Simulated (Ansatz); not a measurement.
Basis-set extrapolation for `O[Si@H](F)[Si@@H](O)F` (PBE0-D4/def2-TZVP geometry, frozen core, the Gaussian-basis code of Ansatz). Multiplicity 1, RHF reference.

|  | def2-TZVPP | def2-QZVPP |
| --- | --- | --- |
| HF | -929.225974 | -929.261959 |
| MP2 correlation | -1.210903 | -1.319511 |
| CCSD(T) correlation | -1.275547 | not run |

Energies in hartree. Use E(X) = E(∞) + A·exp(−7.88·√X) for Hartree–Fock and E(X) = E(∞) + B·X^(−2.97) for correlation, with X = 3 and 4, and add CCSD(T) minus MP2 of the smaller set to the MP2 limit.

Task: What is the CCSD(T) energy at the basis-set limit?

Result: HF limit: -929.261959 + (-0.035985) × 0.13774 = -929.26692. MP2 limit: -1.319511 + (-0.108608) × 0.74074 = -1.39996. Higher-order term: -1.275547 − (-1.210903) = -0.06464. Total: -930.73152 hartree, 144.3 kcal/mol below CCSD(T)/def2-TZVPP.
